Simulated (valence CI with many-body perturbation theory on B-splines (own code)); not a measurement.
Pr⁴⁶⁺: what each term of the Hamiltonian does

Calculated by valence CI with perturbative core correlation (CI+MBPT): three valence electrons over a frozen Dirac-Fock core [Ne], a basis of 11 s, 11 p, 9 d, 7 f, 5 g, 2 h, 1 i functions for each j, with the one-electron correlation potential Σ1 (screened to all orders), the two-electron term Σ2, the three-electron term Σ3, Breit, model QED; selected single and double excitations, second order for the rest (own B-spline code, finite nucleus).

No measured spectrum was set against this ion. As an estimate, large intervals hold to a few tenths of a per cent, small ones and those within an open d or f shell to about a per cent.

Each rung adds one term. CI alone is the Dirac-Coulomb CI over the frozen core; QED comes last and gives the full result, which names the levels. Energies are above (3s^2 3p1/2) J=1/2 on the same rung, in Ry.

Levels are named by their leading jj configuration (3d3/2^4 stands for four electrons in 3d with j = 3/2), which in mixed levels can hold well under half, so a name can repeat and another be missing. Letters in brackets count levels of one name in rising energy.

| Level | CI alone | Σ1 | Σ2 | Σ3 | Breit | QED | Full |
| --- | --- | --- | --- | --- | --- | --- | --- |
| (3s 3p1/2^2) J=1/2 | 8.610 | -0.0175 | -0.0001 | +0.0009 | +0.1300 | -0.1476 | 8.576 |
| (3s^2 3p3/2) J=3/2 | 9.284 | +0.0076 | +0.0043 | +0.0001 | -0.1263 | +0.0134 | 9.183 |
| (3s 3p1/2 3p3/2) J=3/2 [a] | 16.355 | -0.0100 | +0.0182 | +0.0020 | +0.0048 | -0.1324 | 16.237 |
| (3s 3p1/2 3p3/2) J=5/2 | 17.337 | -0.0097 | +0.0101 | +0.0015 | -0.0252 | -0.1297 | 17.184 |
| (3s 3p1/2 3p3/2) J=3/2 [b] | 18.594 | -0.0096 | -0.0035 | +0.0011 | -0.0296 | -0.1158 | 18.436 |
| (3s 3p1/2 3p3/2) J=1/2 | 19.202 | -0.0101 | -0.0315 | 0.0000 | +0.0085 | -0.1349 | 19.034 |
| (3s^2 3d3/2) J=3/2 | 22.208 | -0.0081 | -0.0407 | -0.0026 | -0.1479 | -0.0285 | 21.980 |
| (3s^2 3d5/2) J=5/2 | 23.708 | -0.0012 | -0.0138 | -0.0011 | -0.2298 | -0.0179 | 23.444 |
| (3s 3p3/2^2) J=5/2 | 26.703 | -0.0023 | -0.0046 | -0.0003 | -0.1429 | -0.1069 | 26.445 |
| (3p1/2^2 3p3/2) J=3/2 | 27.260 | -0.0266 | -0.0124 | +0.0026 | +0.0896 | -0.2509 | 27.062 |
| (3s 3p1/2 3d3/2) J=3/2 [a] | 28.313 | -0.0255 | -0.0013 | +0.0002 | -0.0279 | -0.1673 | 28.091 |
| (3s 3p3/2^2) J=1/2 | 28.499 | -0.0022 | -0.0112 | -0.0003 | -0.1118 | -0.1193 | 28.254 |
| (3s 3p3/2^2) J=3/2 | 28.921 | -0.0024 | -0.0332 | -0.0003 | -0.1268 | -0.1195 | 28.639 |
| (3s 3p1/2 3d3/2) J=5/2 | 29.019 | -0.0251 | -0.0036 | +0.0004 | -0.0633 | -0.1552 | 28.772 |
| (3s 3p1/2 3d3/2) J=1/2 | 30.454 | -0.0252 | -0.0329 | -0.0013 | -0.0361 | -0.1542 | 30.205 |
| (3s 3p1/2 3d3/2) J=3/2 [b] | 30.633 | -0.0244 | -0.0317 | -0.0023 | -0.0466 | -0.1578 | 30.370 |
| (3s 3p1/2 3d5/2) J=5/2 [a] | 31.237 | -0.0186 | -0.0124 | -0.0013 | -0.1115 | -0.1495 | 30.944 |
| (3s 3p1/2 3d5/2) J=7/2 | 31.866 | -0.0183 | -0.0141 | -0.0006 | -0.1441 | -0.1483 | 31.540 |
| (3s 3p1/2 3d5/2) J=5/2 [b] | 32.477 | -0.0187 | -0.0181 | -0.0029 | -0.1198 | -0.1536 | 32.164 |

The middle columns are the shifts that each term adds.

**Question.** How does the ionisation energy move along the ladder, and which term matters most?

**Answer.** CI alone 3837.5, + Σ1 3838.6, + Σ2 3838.4, + Σ3 3838.4, + Breit 3834.1, + QED 3834.1 eV. The largest step is Breit, -4.3 eV. NIST lists 3832 ± 4 eV (theoretical).
